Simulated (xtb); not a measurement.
Al(Cl)2(SMe) (CH3AlCl2S), SMILES [Cl][Al]([S]C)[Cl]. All values are semi-empirical tight-binding results from xtb (GFN2-xTB unless named), good for trends rather than for accurate numbers. Coordinates come from a GFN2-xTB optimisation. The structure was generated by enumeration; whether it is a known compound was not checked. Other conformers were not sampled.

For metal compounds this method's bond lengths and energies can be far off.

The point group as xtb finds it is Cs. The orbital gap comes out as 3.32 eV. The zero-point energy comes out as 26.1 kcal/mol. The G − E(el) at 298.15 K (modified RRHO) is 4.4 kcal/mol.
